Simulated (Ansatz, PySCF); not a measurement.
C12H8, SMILES c12cc3c(=CC=C3)cc2C=CC=1.

Geometry optimised at PBE-D3(BJ)/def2-SVP.

Vertical ionisation energy (IE) and electron affinity (EA) in eV. Rows of orbital energies are one-electron estimates. Where ΔSCF, EOM or ADC give a negative EA the extra electron is unbound and the value depends on the basis.

```csv
level,IE,EA
"−ε(HOMO), −ε(LUMO), CAM-B3LYP/def2-SVP (PySCF)",[?],[?]
"−ε(HOMO), −ε(LUMO), PBE/def2-SVP (PySCF)",4.80,3.80
"ΔSCF, PBE/def2-SVPD (Ansatz), final states of multiplicity 2 and 2",7.21,1.72
```

**Question.** What belongs in the gaps? (An estimate is asked for; the answer gives what the named calculation found.)

**Answer.** 
- −ε(HOMO), −ε(LUMO), CAM-B3LYP/def2-SVP (PySCF), IE: 6.62
- −ε(HOMO), −ε(LUMO), CAM-B3LYP/def2-SVP (PySCF), EA: 2.44

**Question.** What vertical singlet–triplet gap does ΔSCF give with CAM-B3LYP/def2-SVPD (Ansatz, an electronic-structure program) and with PBE/def2-SVPD (Ansatz)? (The exact figures need the calculation; the answer reports its results.)

**Answer.** 0.46 and 0.95 eV (triplet above singlet where positive).
